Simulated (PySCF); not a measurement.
## Dipole moment and polarisability of `[SiH3][C@]12C=C[C@H]1C=C2`

C6H8Si.
Cartesian coordinates in Å at the GFN2-xTB level; atoms count from 1:
```
atom  x, y, z in Å
Si1    1.8482    0.1826   -0.9548
C2     0.3208   -0.0016    0.1308
C3    -0.0461   -1.3499    0.7110
C4    -1.2739   -1.3502    0.2031
C5    -1.1370    0.0055   -0.4441
C6    -1.3745    1.1666    0.4893
C7    -0.1459    1.1494    0.9951
H8     1.7758    1.4704   -1.6458
H9     3.0382    0.1298   -0.1028
H10    1.8672   -0.9157   -1.9216
H11    0.5142   -2.0148    1.3416
H12   -2.1119   -2.0218    0.2395
H13   -1.3831    0.1152   -1.4949
H14   -2.2624    1.7446    0.6680
H15    0.3660    1.6979    1.7636
```

Level: wB97X-D/def2-SVPD (PySCF), static field, nuclei fixed, core orbitals frozen in the response. The polarisability tensor in these axes (au):

```
x   99.70  0.82 -2.08
y    0.82 85.16  0.88
z   -2.08  0.88 76.82
```

**Question.** What are the eigenvalues, a third of the trace, and Δα (Δα² = ½Σ(αi − αj)² over the three pairs)?

**Answer.** Principal values 76.53, 85.22 and 99.92 au; mean 87.22 au = 12.93 Å³ = 14.38 × 10⁻⁴⁰ C²·m²/J; Δα = 20.48 au (23 % of the mean).

**Question.** What is the dipole moment, and where does it point?

**Answer.** (-0.46, -0.05, 0.28) D, 0.54 D in size, pointing from the negative to the positive side. Measured along this direction, the outermost atoms are H9 at the negative end and H12 and H14 at the positive end.

**Question.** Estimate the molar refractivity from the static electronic polarisability.

**Answer.** Lorentz–Lorenz: R = (4π/3)N_A α = 2.5225 cm³/(mol·Å³) × 12.93 Å³ = 32.6 cm³/mol, in the limit of long wavelengths.

**Question.** Find the Langevin capture rate constant for O2+ (31.990 u) meeting this molecule (108.040 u), k = 2.342 × 10⁻⁹ cm³/s × √(α in Å³ / reduced mass in u).

**Answer.** The reduced mass is 24.68 u, so k = 1.69 × 10⁻⁹ cm³/s. The formula leaves out the permanent dipole, which adds to the capture rate.

**Question.** Traceless (Buckingham) quadrupole moment about the centre of nuclear charge: eigenvalues?

**Answer.** -2.45, -1.27, 3.72 D·Å. The values depend on the origin, since the dipole doesn't vanish. The electronic extent ⟨r²⟩ about the same centre is 821 bohr², a root-mean-square distance of 1.99 Å for the 58 electrons.

Geometry: GFN2-xTB; no solvent, vibrations or thermal averaging.
